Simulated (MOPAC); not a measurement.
Input for MOPAC: PM3 on CH5B (SMILES BC), a point of a bond scan (R = 4.964 Å).

```
PM3 1SCF PRECISE CHARGE=0 THREADS=1
CH5B

B      4.26232696 1     0.40169026 1     0.12704199 1
C     -0.67657042 1    -0.06721329 1    -0.04119711 1
H      4.96112725 1    -0.54222064 1     0.34418387 1
H      4.78120737 1     1.47143411 1     0.01367782 1
H     -0.99453933 1     0.07635016 1     1.00657842 1
H     -1.03720483 1    -1.05649979 1    -0.32706514 1
H     -1.19435906 1     0.70236295 1    -0.61575156 1
```

The log:

```
*******************************************************************************
 **                                                                           **
 **                              MOPAC v23.2.5                                **
 **                                                                           **
 *******************************************************************************
 ** MOPAC's Digital Object Identifier: https://doi.org/10.5281/zenodo.6511958 **
 **                                                                           **
 ** Please cite the open-source release paper for use of this MOPAC version:  **
 ** J. E. Moussa and J. J. P. Stewart (2026)                                  **
 ** MOPAC: An open-source semiempirical molecular orbital program             **
 ** J. Open Source Softw., 11(119), 8025, https://doi.org/10.21105/joss.08025 **
 *******************************************************************************

                              PM3 CALCULATION RESULTS

 *******************************************************************************
 *  PM3        - The PM3 Hamiltonian to be used
 *
 *
 *
 *                 CHARGE ON SYSTEM = 0
 *
 *
 *
 *  PRECISE    - TIGHTER CRITERIA TO BE USED
 *  1SCF       - DO 1 SCF AND THEN STOP
 *  THREADS=1  - MULTI-THREADING NOT USED
 *  T=         - A TIME OF 172800.0 SECONDS REQUESTED
 *  DUMP=N     - RESTART FILE WRITTEN EVERY 7200.0 SECONDS REQUESTED
 *******************************************************************************
PM3 1SCF PRECISE CHARGE=0 THREADS=1
 CH5B

   ATOM   CHEMICAL          X               Y               Z
  NUMBER   SYMBOL      (ANGSTROMS)     (ANGSTROMS)     (ANGSTROMS)

     1       B          4.26232696  *   0.40169026  *   0.12704199  *
     2       C         -0.67657042  *  -0.06721329  *  -0.04119711  *
     3       H          4.96112725  *  -0.54222064  *   0.34418387  *
     4       H          4.78120737  *   1.47143411  *   0.01367782  *
     5       H         -0.99453933  *   0.07635016  *   1.00657842  *
     6       H         -1.03720483  *  -1.05649979  *  -0.32706514  *
     7       H         -1.19435906  *   0.70236295  *  -0.61575156  *



          CARTESIAN COORDINATES

    NO.       ATOM           X           Y           Z

     1         B          4.2623      0.4017      0.1270
     2         C         -0.6766     -0.0672     -0.0412
     3         H          4.9611     -0.5422      0.3442
     4         H          4.7812      1.4714      0.0137
     5         H         -0.9945      0.0764      1.0066
     6         H         -1.0372     -1.0565     -0.3271
     7         H         -1.1944      0.7024     -0.6158

  H: (PM3): J. J. P. STEWART, J. COMP. CHEM. 10, 209 (1989).
  B: (PM3): J. J. P. STEWART, J. MOL. MOD., 10, 155-164 (2004)
  C: (PM3): J. J. P. STEWART, J. COMP. CHEM. 10, 209 (1989).

           Empirical Formula: C H5 B  =     7 atoms



      MOLECULAR POINT GROUP   :   Cs


      RHF CALCULATION, NO. OF DOUBLY OCCUPIED LEVELS = 6



 ALL CONVERGERS ARE NOW FORCED ON
 SHIFT=10, PULAY ON, CAMP-KING ON
 AND ITERATION COUNTER RESET



 -------------------------------------------------------------------------------
 PM3 1SCF PRECISE CHARGE=0 THREADS=1
 CH5B



     1SCF WAS SPECIFIED, SO BFGS WAS NOT USED
     SCF FIELD WAS ACHIEVED


                              PM3 CALCULATION
                                                       MOPAC v23.2.5 Linux




          FINAL HEAT OF FORMATION =        231.85712 KCAL/MOL =     970.09020 KJ/MOL


          COSMO AREA              =        108.56 SQUARE ANGSTROMS
          COSMO VOLUME            =         78.69 CUBIC ANGSTROMS

          IONIZATION POTENTIAL    =          6.786101 EV
          HOMO LUMO ENERGIES (EV) =         -6.786 -3.561
          NO. OF FILLED LEVELS    =          6
          MOLECULAR WEIGHT        =         27.8605         POINT GROUP:  Cs

          MOLECULAR DIMENSIONS (Angstroms)

            Atom       Atom       Distance
            H     6    H     4     6.35299
            H     7    H     3     3.65857
            H     5    H     3     1.47312


          SCF CALCULATIONS        =          1





   ATOM   CHEMICAL          X               Y               Z
  NUMBER   SYMBOL      (ANGSTROMS)     (ANGSTROMS)     (ANGSTROMS)

     1       B          4.26232696  *   0.40169026  *   0.12704199  *
     2       C         -0.67657042  *  -0.06721329  *  -0.04119711  *
     3       H          4.96112725  *  -0.54222064  *   0.34418387  *
     4       H          4.78120737  *   1.47143411  *   0.01367782  *
     5       H         -0.99453933  *   0.07635016  *   1.00657842  *
     6       H         -1.03720483  *  -1.05649979  *  -0.32706514  *
     7       H         -1.19435906  *   0.70236295  *  -0.61575156  *

                             CARTESIAN COORDINATES

   1    B        4.262326960     0.401690260     0.127041990
   2    C       -0.676570420    -0.067213290    -0.041197110
   3    H        4.961127250    -0.542220640     0.344183870
   4    H        4.781207370     1.471434110     0.013677820
   5    H       -0.994539330     0.076350160     1.006578420
   6    H       -1.037204830    -1.056499790    -0.327065140
   7    H       -1.194359060     0.702362950    -0.615751560


           Empirical Formula: C H5 B  =     7 atoms



      MOLECULAR POINT GROUP   :   Cs


                  EIGENVALUES
 -27.73671 -21.91511 -13.88240 -13.59585 -12.75633  -6.78610  -3.56127   1.36178
   3.91771   4.22398   4.32764   4.38987   4.84030


              NET ATOMIC CHARGES AND DIPOLE CONTRIBUTIONS

  ATOM NO.   TYPE          CHARGE      No. of ELECS.   s-Pop       p-Pop
    1          B           0.071183        2.9288     1.43303     1.49579
    2          C          -0.033157        4.0332     1.25890     2.77426
    3          H          -0.055032        1.0550     1.05503
    4          H          -0.055032        1.0550     1.05503
    5          H           0.018539        0.9815     0.98146
    6          H           0.026747        0.9733     0.97325
    7          H           0.026751        0.9732     0.97325
 DIPOLE           X         Y         Z       TOTAL
 POINT-CHG.    -1.385    -0.136    -0.076     1.394
 HYBRID         0.594     0.079     0.157     0.620
 SUM           -0.791    -0.057     0.081     0.797


          ATOMIC ORBITAL ELECTRON POPULATIONS

     Atom    s        px        py        pz
    1  B   1.43303   0.65839   0.81154   0.02586
    2  C   1.25890   0.82698   0.97039   0.97688
    3  H   1.05503
    4  H   1.05503
    5  H   0.98146
    6  H   0.97325
    7  H   0.97325

 **********************
 *                    *
 * JOB ENDED NORMALLY *
 *                    *
 **********************




 == MOPAC DONE ==
```

The run finished.

Cost: roughly 0.15 core-seconds.
